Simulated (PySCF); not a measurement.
Polarisability and C₆ of Fe(3+) (iron, charge +3)

[Ar] 3d5, high-spin 6S determinant. All numbers are calculated (PySCF 2.14, no relativity, point nucleus, in aug-cc-pVTZ with one added diffuse shell each of s, p, d, f, g type (9s8p6d4f3g, 118 functions)). Coupled (time-dependent) response in atomic units; α is the mean over directions.

```csv
method,mean α (bohr³),C₆ (like pair),S(−4)
PW91,1.922,4.703,1.292
```

S(−4) is the Cauchy moment in α(ω) = α(0) + S(−4) ω² + …

α(iu) at PW91:

| u (hartree) | α(iu) (bohr³) |
| --- | --- |
| 0 | 1.922 |
| 0.0500 | 1.918 |
| 0.100 | 1.909 |
| 0.200 | 1.873 |
| 0.300 | 1.818 |
| 0.500 | 1.677 |
| 0.750 | 1.488 |
| 1.00 | 1.316 |
| 1.50 | 1.037 |
| 2.00 | 0.8291 |
| 3.00 | 0.5556 |
| 5.00 | 0.2924 |

For an ion, C₆ is the dispersion term alone; charge-induced terms of lower order in 1/R come first.
